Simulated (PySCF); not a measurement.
Dissociation curve of HI, singlet.

Methods: RCCSD(T) = CCSD(T) on RHF/def2-SVP, 4 core orbitals frozen, def2 effective core potentials past Kr run with PySCF; NEVPT2 = SC-NEVPT2 on CASSCF(8,5)/def2-SVP, all electrons correlated, def2 effective core potentials past Kr in PySCF; CASSCF(8,5)/def2-SVP, def2 effective core potentials past Kr (PySCF); UKS-wB97X-V = unrestricted wB97X-V/def2-SVP, def2 effective core potentials past Kr in PySCF.

Energies are in mEh, each relative to the lowest point of its own curve near equilibrium.

| R / Å | RCCSD(T) | NEVPT2 | CASSCF(8,5) | UKS-wB97X-V |
|---|---|---|---|---|
| 1.21 | 118.3 | 119.5 | 125.6 | 119.7 |
| 1.28 | 71.0 | 72.0 | 76.7 | 72.1 |
| 1.37 | 32.2 | 33.0 | 36.1 | 32.8 |
| 1.46 | 10.9 | 11.5 | 13.3 | 11.2 |
| 1.52 | 3.6 | 4.0 | ___ | 3.7 |
| 1.57 | 0.7 | 0.9 | 1.3 | 0.7 |
| 1.61 | 0.0 | 0.0 | 0.0 | 0.0 |
| 1.66 | 0.8 | 0.6 | 0.0 | 0.8 |
| 1.71 | 3.0 | ___ | ___ | 3.2 |
| 1.78 | 8.0 | 7.3 | 5.6 | 8.6 |
| 1.85 | 14.5 | 13.5 | 11.2 | 15.7 |
| 1.99 | 29.9 | 28.4 | ___ | 33.0 |
| 2.15 | 48.4 | 46.3 | 41.4 | 55.0 |
| 2.44 | 77.2 | 74.6 | 67.7 | ___ |
| 2.66 | 92.6 | 90.0 | 82.0 | 106.1 |
| 2.90 | 103.2 | 101.1 | 92.3 | 114.2 |
| 3.18 | 109.2 | 108.3 | 99.0 | 118.8 |
| 3.57 | 110.9 | 112.7 | 103.0 | 121.5 |
| 3.94 | 109.8 | — | — | 122.4 |
| 4.37 | 107.9 | — | — | ___ |
| 4.78 | 106.4 | — | — | 122.9 |
| 5.64 | 104.5 | — | — | 123.0 |
| 6.51 | 103.7 | — | — | 123.0 |

Q: Fill in the missing entries.

A: 
- 1.52, CASSCF(8,5): 5.0
- 1.71, NEVPT2: 2.6
- 1.71, CASSCF(8,5): 1.6
- 1.99, CASSCF(8,5): 24.8
- 2.44, UKS-wB97X-V: 91.5
- 4.37, UKS-wB97X-V: 122.8

Dashes: no converged value, or the column stops at the first point that the program doubted or that broke a chosen test of continuity, which isn't proof of a fault.

The unrestricted determinant behind UKS-wB97X-V is spin-contaminated at 2.44 to 6.51 Å (<S²> up to 1.0, against 0.00 for a pure singlet).
